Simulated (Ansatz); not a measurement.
System: SbBr₂, net charge 1, singlet state. It need not be the lowest isomer of its formula. 
Geometry from a B3LYP-D3(BJ)/def2-TZVP (Ansatz, an electronic-structure program) optimisation:
SMILES: [Br][Sb+][Br]
```xyz
3

Sb     0.7390     0.4206     0.2536
Br    -0.8886     1.0623    -1.4342
Br    -0.1882    -1.6751     1.0648
```
Charge +1, spin multiplicity 1.

Quantity: vertical triplet-singlet gap (E(triplet) - E(singlet); each state is the SCF solution reached for its spin), in eV. Correlated levels leave the core frozen unless marked. UHF or UKS for open shells. No spin-orbit coupling. Frozen are the shells of the preceding noble gas and the d and f shells that filled before the atom's block. In def2 rows, elements after Kr have scalar-relativistic effective core potentials. CBS marks a two-point X^-3 extrapolation of the correlation energy; Hartree-Fock from the larger set. The bracket is a focal-point correction in the basis named.

```csv
level,program,vertical triplet-singlet gap (eV)
B3LYP/def2-TZVPD,Ansatz,2.28
BHLYP/def2-TZVPD,Ansatz,?
CAM-B3LYP/def2-TZVPD,Ansatz,?
wB97X-V/def2-TZVPD,Ansatz,2.32
"RI-MP2/CBS(def2-TZVPPD,def2-QZVPPD)+[CCSD(T)-MP2]/def2-TZVPPD",Ansatz,2.36
```

Some entries are withheld; supply them.


- BHLYP/def2-TZVPD, vertical triplet-singlet gap (eV): 2.21
- CAM-B3LYP/def2-TZVPD, vertical triplet-singlet gap (eV): 2.26
